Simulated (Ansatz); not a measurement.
Task: Name a neutral molecule of C, I, Sn and H with size of the dipole moment (PBE/def2-TZVPP) between 3.85 and 4.15 D and zero-point energy (PBE0-D4/def2-TZVP) between 144 and 160 kJ/mol (Ansatz, PBE0-D4/def2-TZVP geometry).

Result: `[I][SnH]1[CH2][CH2]1` (3.86 D, 157.4 kJ/mol). Other molecules can fit too; these were computed, each in one conformer that needn't be the lowest.
